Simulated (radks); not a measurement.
Fractional charge and spin in the 4d shell of technetium: the spin-up occupation runs from 2 to 3 and the spin-down occupation from 1 to 2; the fullest corner is Tc, [Kr] 5s2 4d(up 3, down 2). Calculated with a radial shooting solver on a logarithmic mesh with Libxc functionals: scalar-relativistic Kohn-Sham, BLYP, spin-polarised, spherical densities, finite nucleus; Fermi nuclear charge, rms radius of each element as measured or else 0.836 A^(1/3) + 0.57 fm. Energy (eV) above the fullest corner. The planes named below are the two flat planes that join the four corners, with an edge along up + down = one added electron.

\begin{tabular}{lrrrrr}
down \ up & 2 & 2.25 & 2.5 & 2.75 & 3 \\ \hline
1 & 34.084 & 27.178 & 21.032 & 15.624 & 10.931 \\
1.25 & 27.364 & 21.258 & 15.887 & 11.229 & 7.259 \\
1.5 & 21.393 & 16.062 & 11.442 & 7.507 & 4.233 \\
1.75 & 16.151 & 11.570 & 7.674 & 4.434 & 1.824 \\
2 & 11.613 & 7.757 & 4.555 & 1.980 & 0.000 \\
\end{tabular}

Corners above the fullest one (they belong to Tc+ and the next ion): (up 3, down 1) 10.931 eV, (up 2, down 2) 11.613 eV, (up 2, down 1) 34.084 eV. With half an added electron in each spin the energy lies 0.170 eV from the planes, and with half an added electron in spin up alone -1.476 eV. The planes are only a guide here: the flat-plane condition holds for ground states with one frontier orbital, while this shell lies below other occupied shells, so the corners above the fullest one are inner-hole states and not the ground states of those ions.
